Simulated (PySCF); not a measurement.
## Molecular orbitals of GaF⁺

M06-L at R = 1.708 Å; basis Ga def2-TZVPPD, F def2-TZVPPD; no relativity; PySCF 2.14. State: ²Σ⁺ (doublet), unpaired electrons σ ↑. Only the outer orbitals are listed, counted within each symmetry.

| spin | orbital | occ. | ε (eV) | on Ga (%) | main shells (%) |
| --- | --- | --- | --- | --- | --- |
| α | 9σ | 1 | -19.46 | 34 | 64 F p, 30 Ga s |
| α | 4π | 1 | -17.03 | 5 | 94 F p |
| α | 4π | 1 | -17.03 | 5 | 94 F p |
| α | 10σ | 1 | -15.31 | 83 | 63 Ga s, 18 Ga p, 18 F p |
| α | 5π | 0 | -8.98 | 97 | 95 Ga p |
| α | 5π | 0 | -8.98 | 97 | 95 Ga p |
| α | 11σ | 0 | -5.97 | 109 | 82 Ga p, 16 Ga d, 10 Ga s |
| β | 9σ | 1 | -18.49 | 38 | 59 F p, 34 Ga s |
| β | 4π | 1 | -16.77 | 5 | 94 F p |
| β | 4π | 1 | -16.77 | 5 | 94 F p |
| β | 10σ | 0 | -13.78 | 89 | 76 Ga s, 17 F p, 11 Ga p |
| β | 5π | 0 | -8.43 | 99 | 98 Ga p |
| β | 5π | 0 | -8.43 | 99 | 98 Ga p |

Q: Which are the highest filled and the lowest empty level, where do they sit, and how wide is the gap?

A: Highest filled α 10σ at -15.31 eV (in %: 63 Ga s, 18 Ga p, 18 F p); lowest empty β 10σ at -13.78 eV (in %: 76 Ga s, 17 F p, 11 Ga p); the gap at M06-L is 1.53 eV.

- bond order (Mayer): 1.17
- ⟨S²⟩: 0.753
- charge on Ga (Mulliken, basis-dependent): 1.12
- charge on Ga (Löwdin, basis-dependent): 1.25
- dipole moment (positive dipole points towards F; it is taken about the centre of mass and depends on that origin): -3.43 D

Shares are Mulliken populations and can fall outside 0 to 100 %.

Spin–orbit coupling is left out. The state was picked by a PBE0 search and need not be the measured ground state.
